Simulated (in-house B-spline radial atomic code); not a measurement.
# Ge⁷⁺: [Ar] 3d7

Method: non-relativistic LC-wPBE, spin-polarised, spherical fractional occupations, exact exchange averaged over the configuration, point nucleus. Calculated with an all-electron radial atomic-structure program (B-spline basis).

Screening seen three ways: the hydrogenic charge with the same mean radius, Z_r = [3n² - l(l+1)]/(2<r>), the one with the same energy, Z_e = n√(-2ε), and Slater's rules. Values are occupation-weighted means over spin.

```json
{"shell": "1s", "electrons": "2", "ε (eV)": "-10956", "<r> (bohr)": "0.04785", "Z_r": "31.35", "Z_e": "28.38", "Slater": "31.70"}
{"shell": "2s", "electrons": "2", "ε (eV)": "-1491", "<r> (bohr)": "0.2137", "Z_r": "28.08", "Z_e": "20.94", "Slater": "27.85"}
{"shell": "2p", "electrons": "6", "ε (eV)": "-1344", "<r> (bohr)": "0.1852", "Z_r": "27.00", "Z_e": "19.88", "Slater": "27.85"}
{"shell": "3s", "electrons": "2", "ε (eV)": "-305.29", "<r> (bohr)": "0.6154", "Z_r": "21.94", "Z_e": "14.21", "Slater": "20.75"}
{"shell": "3p", "electrons": "6", "ε (eV)": "-255.87", "<r> (bohr)": "0.6222", "Z_r": "20.09", "Z_e": "13.01", "Slater": "20.75"}
{"shell": "3d", "electrons": "7", "ε (eV)": "-170.9", "<r> (bohr)": "0.6278", "Z_r": "16.73", "Z_e": "10.63", "Slater": "11.90"}
```

The least bound orbital is 3d down at -167.4 eV, and it is also the most diffuse (<r> = 0.633 bohr).

The density falls to 0.001 bohr⁻³ at 1.953 bohr; Σ<r²> = 7.2857 bohr² gives, by the non-relativistic formula and without the paramagnetism of open shells, a Langevin diamagnetic susceptibility of -5.77×10⁻⁶ cm³/mol.
